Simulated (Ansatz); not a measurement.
Job for Ansatz (a quantum-chemistry and plane-wave program): R-wB97X-V/def2-TZVPP on BrHSSn (SMILES [SH][Sn][Br]), a point of a torsion scan. Elements past Kr take the def2 small-core potentials; no spin–orbit coupling.

Ansatz 0.2 input:
```yaml
crystal:
  periodic: [false, false, false]
  atoms:
    - {symbol: S, position_ang: [-1.43305202, 0.37087577, 0.53849627]}
    - {symbol: Sn, position_ang: [0.74151151, 1.10362210, -0.39261844]}
    - {symbol: Br, position_ang: [2.21067675, 0.91264285, 1.66358776]}
    - {symbol: H, position_ang: [-1.60865640, -0.66625902, -0.27347666]}
basis:
  gaussian:
    orbitals: def2-TZVPP
hamiltonian:
  xc: {name: wB97X-V}
scf: {lower_state_search: off}
```

The head of its log:

```
WARN ansatz: RAYON_NUM_THREADS=1 ignored (pool sized by the plan → 1); use --threads N
Functional definition: wB97X-V
these checks for a lower state are left out or cut short: stability, starts, cluster_reference, orbital_swaps, neighbouring_geometries, increment
integrals: 0.12 GiB planned
1195 factors; their error is unknown
integrals: 0.15 GiB planned
201 factors; integrals over basis functions are off by at most 6.4e-5 eV
mean field: 0.98 GiB planned
mean field evaluation 1: about -86721.6351 eV, gradient 2.1e1 eV
mean field evaluation 2: about -86722.3922 eV, gradient 1.9e1 eV
```

Task: Give the final energy of this run.

Result: -3187.0317 hartree.
